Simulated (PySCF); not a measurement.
A calculated (M06-L, PySCF 2.14, jorge-DZP-DKH, scalar relativity by spin-free X2C-1e) atom or ion has these occupied shells.

```tsv
shell	electrons	orbital energy (eV)	rms radius, mean of both spins (bohr)
1s α	1	-11744.4	0.0524
1s β	1	-11744.3	0.0524
2s α	1	-1509.9	0.219
2s β	1	-1509.9	0.219
2p α	3	-1322.3	0.196
2p β	3	-1322.2	0.196
3s α	1	-206.50	0.640
3s β	1	-206.37	0.640
3p α	3	-147.37	0.667
3p β	3	-147.21	0.667
3d α	5	-51.001	0.748
3d β	5	-50.783	0.748
4s α	1	-24.306	2.03
4s β	1	-22.305	2.03
4p α	2	-14.102	2.51
```

(1) Name the element and its charge.

## Answers

(1) As+ (arsenic, charge +1), in [Ar] 3d10 4s2 4p2, high-spin 3P determinant.
